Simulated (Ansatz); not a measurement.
Computed with Ansatz on PBE0-D4/def2-TZVP structures; ΔE is electronic, products minus reactants. CCSD(T)/CBS adds triple-zeta CCSD(T) − MP2 to the extrapolated MP2 energy (def2 sets, frozen cores). DFT in def2-TZVPP. B3LYP here is the variant with VWN-RPA as its local correlation; programs differ in this. For Ge outer-core shells are correlated without core-valence functions, which leaves a few kJ/mol of doubt a bond. Scalar relativity is left out up to krypton. One conformer a species, not always the lowest.

Reaction (redistribution): `[OH][Ge]([OH])([OH])[Cl]` + `F[SiH]([SiH3])S` → `[OH][Ge]([OH])([SH])[Cl]` + `O[SiH](F)[SiH3]`

| level | ΔE (kJ/mol) | difference from CCSD(T)/CBS |
| --- | --- | --- |
| r2SCAN-D4 | -43.5 | 1.1 |
| PBE0-D4 | -42.8 | 1.8 |
| B3LYP-D4 | -47.8 | -3.2 |
| B2PLYP | -46.1 | -1.5 |
| r2SCAN | -43.5 | 1.1 |
| B3LYP | -47.8 | -3.2 |
| CCSD(T)/def2-TZVPP | -42.7 | 1.9 |
| HF/def2-QZVPP | -46.0 | -1.4 |
| MP2/def2-QZVPP | -45.2 | -0.6 |
| SCS-MP2/def2-QZVPP | -45.0 | -0.4 |
| CCSD(T)/CBS | -44.6 | 0 |

Largest T1 diagnostic among the species: 0.013.
